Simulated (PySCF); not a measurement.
**Functional dependence of a UV spectrum**

Species: GeH8OSi2.
Cartesian coordinates in Å at the PBE0-D3(BJ)/def2-SVP level; atoms count from 1:
```
atom  x, y, z in Å
Si1   -2.3049    0.5208    0.2353
O2    -1.0053   -0.3515   -0.3110
Si3    0.3971   -1.1294    0.1258
Ge4    2.2323    0.3646   -0.1441
H5    -3.2269   -0.3584    1.0157
H6    -1.8505    1.6418    1.1137
H7    -3.0244    1.0765   -0.9445
H8     0.5644   -2.3294   -0.7457
H9     0.3181   -1.5862    1.5504
H10    1.9994    1.6477    0.6770
H11    2.3966    0.7630   -1.6228
H12    3.5447   -0.2866    0.3349
```

Linear-response calculations in the def2-SVPD basis (PySCF; singlets by full response, triplets Tamm–Dancoff, core orbitals frozen in the response; HF means time-dependent Hartree–Fock). 'Strongest' is the level of largest summed f among the singlets computed (10 roots, of which the last may lack a degenerate partner); it can jump between rows when another state enters that window. S1 is the lowest singlet of each run and needn't be the same state throughout; f(S1) is that of one state. Isolated species at its PBE0-D3(BJ)/def2-SVP geometry (one conformer only). The LDA/def2-SVPD calculation is non-relativistic and has no spin–orbit coupling, an omission that weighs most on germanium.

```json
{"functional": "LDA", "kind": "LDA", "S1 (eV)": "5.32", "f(S1)": "0.004", "strongest (eV)": "6.58", "T1 (eV)": "5.04", "HOMO (eV)": "-6.75", "gap (eV)": "5.17", "ionisation energy, ΔSCF (eV)": "9.38"}
{"functional": "PBE", "kind": "GGA", "S1 (eV)": "5.46", "f(S1)": "0.005", "strongest (eV)": "6.60", "T1 (eV)": "5.10", "HOMO (eV)": "-6.68", "gap (eV)": "5.32", "ionisation energy, ΔSCF (eV)": "9.29"}
{"functional": "B3LYP", "kind": "global hybrid, 20% exact exchange", "S1 (eV)": "5.97", "f(S1)": "0.007", "strongest (eV)": "7.16", "T1 (eV)": "5.55", "HOMO (eV)": "-7.66", "gap (eV)": "6.95", "ionisation energy, ΔSCF (eV)": "9.66"}
{"functional": "PBE0", "kind": "global hybrid, 25% exact exchange", "S1 (eV)": "6.06", "f(S1)": "0.008", "strongest (eV)": "7.37", "T1 (eV)": "5.55", "HOMO (eV)": "-7.85", "gap (eV)": "7.33", "ionisation energy, ΔSCF (eV)": "9.67"}
{"functional": "BHandHLYP", "kind": "global hybrid, 50% exact exchange", "S1 (eV)": "6.54", "f(S1)": "0.013", "strongest (eV)": "7.82", "T1 (eV)": "5.95", "HOMO (eV)": "-8.93", "gap (eV)": "9.26", "ionisation energy, ΔSCF (eV)": "9.90"}
{"functional": "CAM-B3LYP", "kind": "range-separated hybrid", "S1 (eV)": "6.31", "f(S1)": "0.009", "strongest (eV)": "7.60", "T1 (eV)": "5.79", "HOMO (eV)": "-9.12", "gap (eV)": "9.59", "ionisation energy, ΔSCF (eV)": "9.88"}
{"functional": "wB97X-D", "kind": "range-separated hybrid", "S1 (eV)": "6.34", "f(S1)": "0.010", "strongest (eV)": "7.72", "T1 (eV)": "5.83", "HOMO (eV)": "-9.64", "gap (eV)": "10.86", "ionisation energy, ΔSCF (eV)": "9.82"}
{"functional": "LC-wPBE", "kind": "range-separated hybrid", "S1 (eV)": "6.65", "f(S1)": "0.013", "strongest (eV)": "8.18", "T1 (eV)": "5.95", "HOMO (eV)": "-10.40", "gap (eV)": "12.01", "ionisation energy, ΔSCF (eV)": "10.05"}
{"functional": "HF", "kind": "Hartree–Fock", "S1 (eV)": "7.23", "f(S1)": "0.026", "strongest (eV)": "8.60", "T1 (eV)": "6.26", "HOMO (eV)": "-10.59", "gap (eV)": "12.77", "ionisation energy, ΔSCF (eV)": "not settled"}
```

S1 runs from 5.32 eV (LDA) to 7.23 eV (HF), a spread of 1.91 eV, while the orbital gap spreads over 7.6 eV. Along PBE (0%), B3LYP (20%), PBE0 (25%), BHandHLYP (50%), HF (100%) S1 rises with the share of exact exchange. −ε(HOMO) comes closest to its own ΔSCF ionisation energy with wB97X-D (-0.19 eV) and misses most with LDA (-2.63 eV). 'Not settled' means that the ion's SCF failed to converge or may have ended in another state than the lowest.

Without π bonds the low states are Rydberg-like; a valence basis with one diffuse set may place them up to an eV too high.
